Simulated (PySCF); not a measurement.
Alpha-methylstyrene, SMILES C=C(C)c1ccccc1 (C₉H₁₀), GFN2-xTB optimised geometry.

```
19

C      2.17    -1.22     0.00
C      0.84    -1.22     0.00
C      0.06    -2.50     0.01
C      0.07     0.03     0.00
C     -1.12     0.15     0.72
C     -1.83     1.33     0.72
C     -1.38     2.42    -0.01
C     -0.21     2.31    -0.74
C      0.51     1.13    -0.74
H      2.74    -2.14    -0.01
H      2.74    -0.31     0.03
H     -0.34    -2.69     1.01
H     -0.78    -2.45    -0.68
H      0.69    -3.34    -0.26
H     -1.48    -0.68     1.31
H     -2.74     1.41     1.29
H     -1.94     3.34    -0.02
H      0.14     3.15    -1.32
H      1.41     1.05    -1.32
```

Density from PBE0/def2-SVP in PySCF 2.14.0 at that geometry.

Minimum of the electron density along straight lines between bonded atoms, close to the bond critical point (lines longer than 1.1 times the sum of covalent radii, or with two minima, are not listed):

```
bond    length / Å  ρ at the minimum / e bohr⁻³  ∇²ρ there / e bohr⁻⁵  position (fraction from the first atom)
------  ----------  ---------------------------  --------------------  ---------------------------------------
C1–C2        1.329                        0.341                 -0.91                                     0.50
C2–C3        1.501                        0.254                 -0.59                                     0.51
C2–C4        1.473                        0.269                 -0.66                                     0.50
C4–C5        1.394                        0.307                 -0.77                                     0.50
C5–C6        1.383                        0.313                 -0.80                                     0.50
C6–C7        1.384                        0.312                 -0.80                                     0.50
C7–C8        1.385                        0.312                 -0.80                                     0.50
C4–C9        1.394                        0.307                 -0.77                                     0.50
C8–C9        1.382                        0.313                 -0.81                                     0.50
C1–H10       1.077                        0.282                 -1.07                                     0.63
C1–H11       1.076                        0.283                 -1.08                                     0.63
C3–H12       1.090                        0.273                 -0.99                                     0.62
C3–H13       1.089                        0.276                 -1.01                                     0.63
C3–H14       1.087                        0.277                 -1.02                                     0.63
C5–H15       1.080                        0.284                 -1.08                                     0.63
C6–H16       1.081                        0.283                 -1.07                                     0.63
C7–H17       1.080                        0.283                 -1.07                                     0.63
C8–H18       1.081                        0.283                 -1.07                                     0.63
C9–H19       1.080                        0.284                 -1.08                                     0.63
```
